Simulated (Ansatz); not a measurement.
Abridged output of a molecular run in Ansatz:

```
Functional definition: HF
1058 factors; integrals over basis functions are off by at most 1.2e-3 eV
mean field evaluation 1: about -30699.5210 eV, gradient 4.4e1 eV
mean field evaluation 2: about -30699.5238 eV, gradient 4.4e1 eV
mean field evaluation 4: about -30703.5045 eV, gradient 3.0e0 eV
mean field evaluation 8: about -30703.5422 eV, gradient 1.5e-4 eV
mean field -30703.54223070 eV, -1128.3343653700 hartree, gradient 1.8e-6 eV, S^2 0.000000; 0 other end points of the search recorded, 0 dependent functions left out
17 core orbitals not correlated: weight in the atoms' cores, before any rotation towards them, 1.000 or more for the frozen orbitals, at most 0.000 for the correlated occupied ones
reference -30703.54223070 eV, -1128.3343653700 hartree; 16, 16 occupied and 79, 79 virtual orbitals, 1058 factors
second order -18.97084867 eV of doubles, -0.00000000 eV of singles
cycle   1  -19.78832020 eV  change   -8.2e-1 eV  update   1.0e-1
cycle   2  -20.29378151 eV  change   -5.1e-1 eV  update   2.9e-2
cycle   3  -20.40426267 eV  change   -1.1e-1 eV  update   1.4e-2
cycle   4  -20.39922705 eV  change    5.0e-3 eV  update   3.0e-3
cycle   5  -20.39805627 eV  change    1.2e-3 eV  update   1.2e-3
cycle   6  -20.39817030 eV  change   -1.1e-4 eV  update   3.6e-4
cycle   7  -20.39800692 eV  change    1.6e-4 eV  update   1.2e-4
cycle   8  -20.39795301 eV  change    5.4e-5 eV  update   3.8e-5
cycle   9  -20.39795956 eV  change   -6.5e-6 eV  update   1.3e-5
perturbative correction -0.48382208 eV, -0.0177801334 hartree
Total energy: -30724.42401234 eV, -1129.1017566909 hartree
```

Its atoms:

Cartesian coordinates in Å:
```
O -0.246 -1.051 1.858
Si 0.252 0.293 1.088
O 1.414 1.011 1.989
S 1.122 -0.081 -0.830
Si -0.693 -0.259 -1.950
H 0.405 -1.732 2.039
H -0.969 1.110 0.933
H 2.000 1.627 1.547
H -1.614 -1.235 -1.315
H -1.377 1.053 -2.064
H -0.294 -0.736 -3.296
```

(1) Which basis set was used?
A. def2-SVP
B. def2-TZVPPD
C. cc-pV(T+d)Z
D. def2-SVPD

(2) Write the keys of the input that set method, charge and spin (a neutral closed shell needs none for the last two).

Results:

(1) A. It gives 112 functions.

(2) 
```yaml
correlation: {method: ccsd_t}
```
